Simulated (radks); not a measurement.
Problem. Radial electron density D(r) = 4 pi r^2 rho(r) of an atom or ion with 14 electrons. Method: Dirac Kohn-Sham, LDA (Slater exchange, Perdew-Wang correlation), spin-unpolarised, spherical densities, point nucleus; computed with a radial shooting solver on a logarithmic mesh with Libxc functionals.

r (bohr),D(r) (e/bohr)
0.01335,2.764
0.0178,4.329
0.02394,6.576
0.03192,9.344
0.04292,12.43
0.05725,14.90
0.07697,15.81
0.1027,14.48
0.138,11.64
0.1841,9.738
0.2455,10.62
0.3301,13.34
0.4403,14.09
0.5919,10.75
0.7895,5.671
1.061,2.287
1.416,1.442
1.903,1.209
2.539,0.6414
3.386,0.1806
4.552,0.07092
6.072,0.1259
8.163,0.2058
10.89,0.2027
14.64,0.09884
19.52,0.01968
26.25,0.001183

What is the nuclear charge?

Solution. Z = 14. The innermost maximum, from 1s, lies near gamma/Z bohr with gamma = sqrt(1 - (Z/c)^2) = 0.995, here 0.0711 bohr (found: 0.0751), and its height grows with Z. The density is that of neutral silicon in [Ne] 3s2 4f2; the configuration itself is not fixed sharply by these data, and Z only to about a unit. D(r) has 3 maxima, at r = 0.0751, 0.406, 9.35 bohr, and minima at 0.195, 4.48 bohr, inside which lie 2.19, 12.04 electrons.
